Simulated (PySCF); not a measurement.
B(Me)3 cation (C3H9B), SMILES CB(C)C (connectivity only; charge and spin as stated), charge +1, multiplicity 2.

Geometry optimised at PBE-D3(BJ)/def2-SVP. The spin state was assumed, not searched. The isomer is the one that the SMILES or the coordinates give; other isomers of the formula were not compared.

Computed with PBE-D3(BJ)/def2-SVP in PySCF.

No scaling factor is applied to the harmonic values.

List the normal modes with their intensities. (An estimate is asked for; the answer gives what the named calculation found.)


| mode | ν (cm⁻¹) | IR (km/mol) | moving atoms (share of kinetic energy) |
|---|---|---|---|
| 1 | 84 | 0.5 | H 95 % |
| 2 | 143 | 0.1 | H 98 % |
| 3 | 149 | 2.3 | H 96 % |
| 4 | 268 | 0.0 | H 39 %, C 35 %, B 26 % |
| 5 | 328 | 1.1 | C 58 %, H 32 %, B 10 % |
| 6 | 347 | 1.4 | H 52 %, B 39 %, C 9 % |
| 7 | 561 | 9.4 | H 80 %, C 17 % |
| 8 | 573 | 1.4 | H 74 %, C 21 % |
| 9 | 580 | 4.2 | C 48 %, B 31 %, H 20 % |
| 10 | 625 | 5.8 | C 65 %, H 32 % |
| 11 | 706 | 21.8 | H 79 %, C 17 % |
| 12 | 787 | 60.5 | H 47 %, B 31 %, C 22 % |
| 13 | 809 | 21.9 | H 67 %, C 29 % |
| 14 | 822 | 101.0 | H 74 %, C 20 % |
| 15 | 1076 | 11.9 | H 84 % |
| 16 | 1130 | 22.8 | H 84 %, C 9 % |
| 17 | 1192 | 28.4 | H 67 %, B 23 %, C 10 % |
| 18 | 1208 | 26.2 | H 92 % |
| 19 | 1246 | 93.8 | H 90 %, C 10 % |
| 20 | 1302 | 18.1 | H 97 % |
| 21 | 1313 | 59.8 | H 74 %, C 13 %, B 13 % |
| 22 | 1347 | 0.2 | H 95 % |
| 23 | 1365 | 58.0 | H 80 %, C 11 %, B 9 % |
| 24 | 1380 | 99.0 | H 64 %, B 19 %, C 17 % |
| 25 | 2903 | 141.3 | H 98 % |
| 26 | 2908 | 35.0 | H 97 % |
| 27 | 2947 | 49.6 | H 96 % |
| 28 | 3024 | 11.1 | H 91 %, C 9 % |
| 29 | 3027 | 86.9 | H 91 %, C 9 % |
| 30 | 3033 | 0.9 | H 90 %, C 10 % |
| 31 | 3060 | 8.0 | H 91 %, C 9 % |
| 32 | 3137 | 14.0 | H 91 %, C 9 % |
| 33 | 3142 | 21.0 | H 91 %, C 9 % |
